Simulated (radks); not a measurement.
Polarisabilities and homonuclear dispersion coefficients (atomic units). Level of theory: non-relativistic Kohn-Sham, LDA (Slater exchange, Perdew-Wang correlation), spin-polarised, spherical densities, point nucleus; open shells are filled with parallel spins first (spin-orbit coupling, left out, can overturn this in heavy ions) (a radial shooting solver on a logarithmic mesh with Libxc functionals). Response by self-consistent Sternheimer equations with the Hartree and adiabatic LDA kernel. For heavy and open-shell atoms this level of theory can miss by tens of per cent. "Uncoupled" leaves out the induced potential. Quadrupole and octupole values are given only where no p, d or f shell is open. The Sternheimer factor gamma scales a distant field gradient at the nucleus by 1 - gamma.

\begin{tabular}{lrrrrrrrrr}
species & configuration & alpha1 (bohr^3) & alpha1, uncoupled & alpha2 (bohr^5) & alpha3 (bohr^7) & C6 & C8 & Sternheimer gamma & recommended alpha1 \\ \hline
Cr+ & [Ar] 3d5 & 14.10 & 17.31 & - & - & 53.18 & - & - & - \\
Fe & [Ar] 3d6 4s2 & 58.50 & 107.1 & - & - & 514.9 & - & - & 62 +/- 4 \\
Ge & [Ar] 3d10 4s2 4p2 & 44.28 & 62.64 & - & - & 383.4 & - & - & 40 +/- 1 \\
N & [He] 2s2 2p3 & 8.192 & 10.18 & - & - & 28.01 & - & - & 7.4 +/- 0.2 \\
Mo & [Kr] 4d5 5s1 & 77.23 & 130.7 & - & - & 801.3 & - & - & 87 +/- 6 \\
Ar & [Ar] & 12.00 & 17.97 & 61.57 & 692.1 & 70.49 & 1906 & -32.9 & 11.083 +/- 0.007 \\
Cd & [Kr] 4d10 5s2 & 52.80 & 100.4 & 527.6 & 9450 & 481.0 & 26610 & -20.6 & 46 +/- 2 \\
Rb & [Kr] 5s1 & 301.1 & 353.4 & 7955 & 258900 & 4298 & 638700 & -19.7 & 319.8 +/- 0.3 \\
S+ & [Ne] 3s2 3p3 & 11.01 & 17.66 & - & - & 54.22 & - & - & - \\
\end{tabular}

Recommended values: Schwerdtfeger and Nagle, table of static dipole polarisabilities (2023 update), measured or computed.

Beside tabulated values, note that relativity, absent from the non-relativistic runs, is large for the heavy elements.
